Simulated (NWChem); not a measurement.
# fluoroethane (C2H5F); SMILES FCC

```xyz
8

C      1.1720    -0.1379     0.2634
C     -0.3217    -0.3966     0.2144
F     -0.9475     0.5971    -0.5343
H      1.6763    -0.9150     0.8495
H      1.5951    -0.1365    -0.7464
H      1.3789     0.8330     0.7254
H     -0.7608    -0.3904     1.2202
H     -0.5441    -1.3640    -0.2536
```
Atoms are numbered in this order, from 1.

Computed with NWChem. Coordinates come from a B3LYP/6-31G* (spherical d) optimisation. B3LYP is NWChem's, with the RPA form of VWN correlation. Atomic charges in e: unrestrained fits to the electrostatic potential beside Mulliken populations; buried atoms are poorly determined by the fit.

Problem. Predict the results for B3LYP/def2-SVP. Quantities: ESP C1; Mulliken C1; ESP C2; Mulliken C2; ESP F3; Mulliken F3; relative RMS misfit of the potential (%).

Solution. 
- ESP C1: -0.15
- Mulliken C1: -0.04
- ESP C2: 0.44
- Mulliken C2: 0.25
- ESP F3: -0.32
- Mulliken F3: -0.29
- relative RMS misfit of the potential (%): 26
